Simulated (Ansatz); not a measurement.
Mulliken charges of `C=[C]([GeH3])Br` from PBE/def2-TZVPP in Ansatz (PBE0-D4/def2-TZVP geometry).

```json
{"atom": "C1", "x (Å)": "-0.525", "y (Å)": "1.425", "z (Å)": "-0.474", "charge (e)": "-0.186"}
{"atom": "C2", "x (Å)": "-0.252", "y (Å)": "0.137", "z (Å)": "-0.608", "charge (e)": "-0.050"}
{"atom": "Ge3", "x (Å)": "0.543", "y (Å)": "-0.990", "z (Å)": "0.767", "charge (e)": "0.105"}
{"atom": "Br4", "x (Å)": "-0.639", "y (Å)": "-0.750", "z (Å)": "-2.244", "charge (e)": "-0.077"}
{"atom": "H5", "x (Å)": "-0.969", "y (Å)": "2.018", "z (Å)": "-1.267", "charge (e)": "0.109"}
{"atom": "H6", "x (Å)": "-0.302", "y (Å)": "1.927", "z (Å)": "0.462", "charge (e)": "0.097"}
{"atom": "H7", "x (Å)": "1.868", "y (Å)": "-1.561", "z (Å)": "0.244", "charge (e)": "0.006"}
{"atom": "H8", "x (Å)": "-0.421", "y (Å)": "-2.138", "z (Å)": "1.095", "charge (e)": "0.006"}
{"atom": "H9", "x (Å)": "0.783", "y (Å)": "-0.113", "z (Å)": "2.007", "charge (e)": "-0.010"}
```

Q: By hand: the dipole of these point charges (1 e Å = 4.8032 D).

A: Σ q r = (0.082, 0.068, 0.267) e Å, of length 0.287 e Å = 1.38 D.

Q: How does the dipole of the full density compare? (Estimate.)

A: The calculation gave: (0.039, 0.164, 0.215) e Å, 1.31 D; the point charges give 1.05 times that, at 24° from its direction.

Point charges leave out the atoms' own dipoles, such as those of lone pairs, and Mulliken's split depends on the basis, so the two needn't agree.
